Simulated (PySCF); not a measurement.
SMILES Cl[Si](Cl)(Cl)c1cc[c]([Ge]([Cl])([Cl])[Cl])cc1 (C₆H₄Cl₆GeSi), GFN2-xTB optimised geometry.

```
18

Si     3.38    -0.04     0.03
Cl     4.03    -0.35     1.92
Cl     4.03     1.76    -0.61
Cl     4.09    -1.49    -1.17
C      1.48    -0.06     0.01
C      0.76    -1.11    -0.55
C     -0.62    -1.11    -0.56
C     -1.31    -0.04     0.00
C     -0.62     1.01     0.57
C      0.77     1.00     0.57
Ge    -3.32    -0.04     0.00
Cl    -4.09    -1.03     1.73
Cl    -4.09    -1.06    -1.71
Cl    -4.09     1.94     0.00
H      1.29    -1.94    -0.99
H     -1.16    -1.93    -1.00
H     -1.16     1.84     1.00
H      1.30     1.83     1.01
```

Density from PBE0/def2-SVP in PySCF at that geometry.

Minimum of the electron density along straight lines between bonded atoms, close to the bond critical point (lines longer than 1.1 times the sum of covalent radii, or with two minima, are not listed):

| bond | length / Å | ρ at the minimum / e bohr⁻³ | ∇²ρ there / e bohr⁻⁵ | position (fraction from the first atom) |
|---|---|---|---|---|
| Si1–Cl2 | 2.021 | 0.099 | 0.32 | 0.37 |
| Si1–Cl3 | 2.021 | 0.099 | 0.32 | 0.37 |
| Si1–Cl4 | 2.018 | 0.100 | 0.33 | 0.37 |
| Si1–C5 | 1.897 | 0.117 | 0.29 | 0.38 |
| C5–C6 | 1.393 | 0.305 | -0.76 | 0.50 |
| C6–C7 | 1.383 | 0.312 | -0.80 | 0.50 |
| C7–C8 | 1.386 | 0.310 | -0.79 | 0.50 |
| C8–C9 | 1.386 | 0.310 | -0.79 | 0.50 |
| C5–C10 | 1.395 | 0.305 | -0.76 | 0.50 |
| C9–C10 | 1.382 | 0.313 | -0.80 | 0.50 |
| C8–Ge11 | 2.006 | 0.122 | [?] | 0.53 |
| Ge11–Cl12 | 2.136 | 0.103 | 0.14 | 0.44 |
| Ge11–Cl13 | 2.134 | 0.104 | 0.14 | 0.44 |
| Ge11–Cl14 | 2.133 | 0.104 | 0.14 | 0.44 |
| C6–H15 | 1.080 | 0.286 | -1.11 | 0.64 |
| C7–H16 | 1.081 | 0.285 | -1.10 | 0.64 |
| C9–H17 | 1.081 | 0.285 | -1.10 | 0.64 |
| C10–H18 | 1.080 | 0.285 | -1.10 | 0.64 |

Problem. Some entries are withheld; supply them.

Solution. 
- C8–Ge11, ∇²ρ there / e bohr⁻⁵: -0.01
